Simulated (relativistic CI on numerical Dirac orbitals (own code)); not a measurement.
## Ba6+: from the plainest model towards the measured levels

Calculated with a relativistic CI code on KLI orbitals (one set per configuration, finite nucleus), adding one ingredient at a time: step 1, Dirac-Coulomb, each configuration alone; step 2, with Breit and QED terms; step 3, with configuration mixing; step 4, with scaled Slater integrals (0.9); step 5, with a P86 correlation estimate; step 6, tied to the ionisation limit. P86 is a density functional for the correlation energy, evaluated here for each configuration and added to its levels. Step 6 is semi-empirical: configurations made of the next ion and one excited electron move by -17193 cm⁻¹, so that their limit matches the tabulated ionisation energy, and those with a non-penetrating f or g electron also take the P86 value of the least penetrating other one.

Configurations in the expansion (outside the closed core [Kr] 4d10): 5s2 5p2, 5s 5p3, 5s2 5p 5d, 5s2 5p 6s, 5p4, 5s2 5p 4f, 5s 5p2 5d, 5s2 5p 5f, 5s2 4f 5d, 5s 5p2 4f, 5s 5p 4f2, 5s 5p2 5f, 5s2 4f2, 5s 4f2 5d, 5s2 5d2, 5s 5d3, 5p2 4f2, 5p 4f2 5d, 5p 4f2 6s, 5p 4f3, 5p 4f2 5f, 5p2 5d2, 5p 5d3, 5p 5d2 6s, 5p 4f 5d2, 5p 5d2 5f.

Computed minus measured energy above the ground level, in cm⁻¹, for 10 of the 17 excited levels that pair in every step (one J of a term; a digit in brackets numbers repeated terms):

| Configuration | Term | J | Measured | Step 1 | Step 2 | Step 3 | Step 4 | Step 5 | Step 6 |
| --- | --- | --- | --- | --- | --- | --- | --- | --- | --- |
| 5s2 5p2 | 3P | 1 | 15507 | -715 | -944 | -961 | -504 | -500 | -500 |
| 5s2 5p2 | 1D | 2 | 42514 | 2425 | 1954 | -625 | -668 | -671 | -806 |
| 5s2 5p2 | 1S | 0 | 61082 | 6549 | 6095 | 1560 | -470 | -464 | -464 |
| 5s 5p3 | 5S° | 2 | 122162 | -15953 | -16582 | -6172 | -2374 | -1785 | -1845 |
| 5s 5p3 | 3D° | 1 | 148547 | 3832 | 3272 | 2206 | 2865 | 3550 | 1779 |
| 5s 5p3 | 3P° | 0 | 172477 | 2130 | 1428 | 3791 | 2900 | 3561 | 2127 |
| 5s2 5p 5d | 3F° | 2 | 206668 | -3648 | -4153 | 6083 | 5838 | 7525 | -6763 |
| 5s2 5p 5d | 3D° | 3 | 241412 | 3204 | 2403 | 12442 | 10582 | 11911 | -2325 |
| 5s2 5p 5d | 3P° | 0 | 242672 | 762 | -9 | 11915 | 9351 | 11017 | -4132 |
| 5s2 5p 6s | 3P° | 0 | 293555 | -813 | -1061 | 9087 | 7081 | 11619 | -5514 |

Mean absolute errors in cm⁻¹, over all paired levels and for the configurations:

```tsv
Configuration, levels	Step 1	Step 2	Step 3	Step 4	Step 5	Step 6
all, 17	2915	2747	5727	4622	6046	3082
5s2 5p2, 4	2645	2405	885	494	493	545
5s 5p3, 5	5756	5334	3490	2746	3167	1875
5s2 5p 5d, 5	1751	1587	9677	8203	9812	4996
5s2 5p 6s, 3	481	824	9326	7282	11971	5284
```

Measured levels: Sansonetti and Curry, J. Phys. Chem. Ref. Data 39, 043103 (2010).

Question: What does each ingredient do to the ground and the excited configurations, and where is the model closest to experiment?

Answer: Terms of the ground configuration are off by 2645 at first, 885 with mixing and 494 after scaling, which stands in for the correlation that narrows term splittings. The Breit and QED terms change the top of the ground term (measured 21499) from 22391 to 22126. Mixing lowers the ground level by 11168; relative to it the configurations that move most are 5s2 5p 5d by +10303, 5s2 5p 6s by +10150, 5s 5p3 by +2319. Configurations whose own partners of that kind are not in the list rise by much of that lowering, so a short list can trade one imbalance for another. The P86 estimate moves 5s2 5p 6s by +4688, 5s2 5p 5d by +1609, 5s 5p3 by +657, and takes the mean absolute error of the excited configurations from 5892 to 7754; it adds to levels that were already too high. Step 6 takes that error from 7754 to 3862; the error more than halves for 5s2 5p 6s. The mean absolute error is lowest at step 2 (2747 cm⁻¹), and the largest single drop is from step 5 to 6 (6046 to 3082).
